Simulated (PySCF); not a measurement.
# Cost of excited-state runs on `CC[P@](PC#C)(=S)C(F)(F)F`, C$_{5}$H$_{7}$F$_{3}$P$_{2}$S

Geometry (Å), atoms numbered from 1 in this order:
```xyz
18

C     3.8280    0.2286   -0.8255
C     2.8652    0.7605   -0.3396
P     1.4853    1.4621    0.4962
P     0.0519    0.2625   -0.6918
S     0.0694    0.2369   -2.6296
C    -1.5782    0.5619    0.1442
C    -2.7332   -0.0336   -0.6474
C     0.4891   -1.4381    0.0513
F    -0.5671   -2.2571    0.0861
F     0.9224   -1.3080    1.3176
F     1.4502   -2.0509   -0.6340
H     4.6551   -0.2212   -1.2923
H     1.3234    2.5276   -0.4062
H    -1.5269    0.1606    1.1608
H    -1.6813    1.6509    0.2093
H    -2.6791   -1.1199   -0.6577
H    -2.7014    0.3203   -1.6771
H    -3.6816    0.2632   -0.2055
```

PySCF with density fitting, on 1 thread of an Intel Xeon, shared host. Command: `OMP_NUM_THREADS=1 python excited_run.py task.json out`

**Question.** How long does each of these runs take, and how much memory?
- magnetisability and related constants, CAM-B3LYP/pcSseg-1; writes grids
- magnetisability and related constants, LC-wPBE/def2-SVP; usual settings

**Answer.** 
| run | level | basis functions | wall time | peak memory (GiB) |
| --- | --- | --- | --- | --- |
| magnetisability and related constants | CAM-B3LYP/pcSseg-1 | 243 | 7 min | 1.3 |
| magnetisability and related constants | LC-wPBE/def2-SVP | 201 | 4.7 min | 1.1 |

Times from a shared host are rough.
